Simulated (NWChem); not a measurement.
# SiHOBrCl₂; SMILES O[Si](Cl)(Cl)Br

```xyz
6

O      0.1552    -0.7244    -1.9143
Si     0.0219    -0.4741    -0.3030
Cl    -1.7098    -1.2834     0.4302
Cl     1.6218    -1.3877     0.5563
Br     0.0299     1.6770     0.1783
H     -0.5243    -0.3549    -2.4882
```
Atoms are numbered in this order, from 1.

Program: NWChem. Pople sets run with spherical d functions. STO-3G and 3-21G are far too small for this property and stand as cheap habits. Geometry: optimised at PBE0/def2-SVP. GIAO values for the isolated, static molecule; σ is the absolute isotropic shielding, δ = σ(reference) − σ with the isolated reference molecule computed at the same levels (1H: tetramethylsilane, 17O: water, 29Si: tetramethylsilane). Spin-orbit effects, on the heavy nuclei and on their neighbours, are missing.

```tsv
level	δ O1 (ppm)	δ Si2 (ppm)	σ Cl3 (ppm)	σ Cl4 (ppm)	σ Br5 (ppm)	δ H6 (ppm)
Hartree-Fock/STO-3G	-57.1	26.8	1171.2	1185.9	3093.9	-0.93
Hartree-Fock/6-31G*	?	?	?	?	?	?
B3LYP/6-31G*	92.0	24.7	783.0	815.3	2375.7	2.49
```

Problem. Complete the blanks.

Solution. 
- Hartree-Fock/6-31G*, δ O1 (ppm): 65.8
- Hartree-Fock/6-31G*, δ Si2 (ppm): 14.0
- Hartree-Fock/6-31G*, σ Cl3 (ppm): 882.8
- Hartree-Fock/6-31G*, σ Cl4 (ppm): 905.0
- Hartree-Fock/6-31G*, σ Br5 (ppm): 2594.1
- Hartree-Fock/6-31G*, δ H6 (ppm): 2.66
